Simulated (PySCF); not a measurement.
**How methods differ on the ionisation energy of Xe²⁺**

Xe²⁺ [Kr] 4d10 5s2 5p4 (3P) → Xe³⁺ [Kr] 4d10 5s2 5p3 (4S), as a difference of total energies. All numbers are calculated (PySCF 2.14, the spin-free X2C one-electron Hamiltonian (Gaussian nucleus), in x2c-TZVPPall with one added diffuse shell each of s, p, d, f type (9s7p5d3f, 76 functions)). Correlated levels: valence: [Kr] 4d10 frozen. The calculations carry no spin-orbit coupling.

| method | ionisation energy (eV) | difference from reference (eV) |
| --- | --- | --- |
| UHF | 29.319 | -1.731 |
| MP2 (valence) | 29.896 | -1.154 |
| SCS-MP2 (valence) | 29.951 | -1.099 |
| CCSD (valence) | 30.019 | -1.031 |
| CCSD(T) (valence) | 30.038 | -1.012 |

Reference: 31.05 ± 0.04 eV (semi-empirical (NIST evaluation); NIST Atomic Spectra Database, ionization energies).

The reference lies between the lowest fine-structure levels, while these numbers refer to the centres of the terms.

Errors of the correlated levels include the incompleteness of this basis and the frozen core.
